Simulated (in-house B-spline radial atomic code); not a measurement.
Inner-shell binding energies (edges) and X-ray emission energies of free atoms and ions, as differences of relaxed hole-state energies with first-order Breit, QED and recoil terms, without correlation or multiplet splittings, in NIST's listed ground configurations. For neutral atoms such line energies lie within some 1 to 5 eV of tabulated X-ray lines (up to 20 eV for the heaviest). Removing outer electrons raises all edges nearly alike, so lines move far less than edges. K = 1s, L1 = 2s, L2 = 2p1/2, L3 = 2p3/2, M3 = 3p3/2. A dash marks a subshell that is part filled or wasn't run, or a line left out. Computed with an all-electron radial atomic-structure program (B-spline basis): Dirac-Hartree-Fock, average of the configuration, finite nuclei.

```csv
ion,configuration,K edge (eV),L1 edge (eV),L3 edge (eV),K-L3 (eV),K-L2 (eV),K-M3 (eV)
Ru+,[Kr] 4d7,22133.6,3247.01,2855.8,19277.8,19148.8,21653.4
Ru2+,[Kr] 4d6,?,?,?,?,?,?
Ru3+,[Kr] 4d5,22164.8,3278.62,2887.38,19277.5,19148.5,21653.4
Ru4+,[Kr] 4d4,?,?,?,?,?,?
Ru5+,[Kr] 4d3,22203.1,3317.32,2926.05,19277,19148,21653.9
Ru6+,[Kr] 4d2,22224.5,3338.99,2947.72,19276.8,19147.8,21654.4
Ru7+,[Kr] 4d1,22247.4,3362.12,2970.83,19276.5,19147.5,21655
```

(1) Fill in the row of Ru2+.

(2) Fill in the row of Ru4+.

Results:

(1) K edge (eV): 22148.3; L1 edge (eV): 3261.83; L3 edge (eV): 2870.61; K-L3 (eV): 19277.7; K-L2 (eV): 19148.7; K-M3 (eV): 21653.4.

(2) K edge (eV): 22183.2; L1 edge (eV): 3297.16; L3 edge (eV): 2905.91; K-L3 (eV): 19277.2; K-L2 (eV): 19148.3; K-M3 (eV): 21653.6.
